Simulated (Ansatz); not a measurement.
Born–Oppenheimer molecular dynamics of AlFH5NO2 (10 atoms, charge 0, multiplicity 1). It starts at the highest image of a converged band, a first-order saddle point between two minima.

Theory: Ansatz 0.2.0, RKS BLYP-D4/def2-SVP.

```json
{
 "ensemble": "NVE (velocity Verlet)",
 "time step": "0.5 fs",
 "steps asked": "200",
 "starting velocities drawn for": "100 K",
 "seed": "2365"
}
```

First frame:

```xyz
10
Properties=species:S:1:pos:R:3
Al -0.062 0.308 0.131
O -0.091 -0.013 2.029
H -0.919 -0.329 2.440
F 1.325 -0.362 -0.556
O -1.630 -0.042 -0.494
H -1.768 -0.602 -1.275
N 0.132 2.074 0.813
H 1.035 2.559 0.750
H -0.608 2.762 0.628
H -0.045 1.124 1.946
```

**Question.** What does the run give?

**Answer.** All steps were run.

* steps done: 200
* time covered: 100 fs
* mean temperature over the second half: 503 K
* spread of the potential energy over the second half: 14.6 meV per atom
* mean potential energy of the second half above the start: -41.7 meV per atom

The conserved energy stayed within 0.18 meV per atom of its start (net change -0.14 meV per atom), so the integration is sound. The kinetic energy rose, since the run started high on the potential surface and went downhill. A run of 0.1 ps of so small a system gives no equilibrium averages. The orbitals stay closed-shell, which can raise the energy where a bond breaks towards radicals; this wasn't checked here.

**Question.** What happens to the structure?

**Answer.** Between its relaxed ends the band would form O2–H10 and break N7–H10. These pairs go: O2–H10 1.14 → 3.00 Å, N7–H10 1.49 → 1.04 Å. In the last frame they stand as before the step (other bonds may differ from the relaxed reactants and products). It ends as one piece, AlFH5NO2. Pairs count as bonded within 1.25 times the sum of covalent radii (0.12 Å more for H–H). This is one draw of velocities; another would differ in detail.

**Question.** How do temperature and energy run in time?

**Answer.** 
| time (fs) | T (K) | potential energy less start (eV) | conserved less start (meV/atom) |
| --- | --- | --- | --- |
| 0 | 100 | 0.000 | 0.00 |
| 8 | 52 | 0.050 | 0.02 |
| 16 | 40 | 0.062 | 0.03 |
| 24 | 49 | 0.053 | 0.01 |
| 32 | 43 | 0.059 | 0.02 |
| 40 | 39 | 0.063 | 0.03 |
| 48 | 67 | 0.035 | 0.02 |
| 56 | 361 | -0.270 | -0.06 |
| 64 | 482 | -0.395 | 0.05 |
| 72 | 631 | -0.549 | 0.01 |
| 80 | 641 | -0.561 | -0.17 |
| 88 | 553 | -0.468 | 0.09 |
| 96 | 482 | -0.396 | -0.12 |

Run time: 2.8 min on 2 threads of Intel(R) Xeon(R) 6975P-C (Granite Rapids) (shared host), peak memory 0.15 GiB.
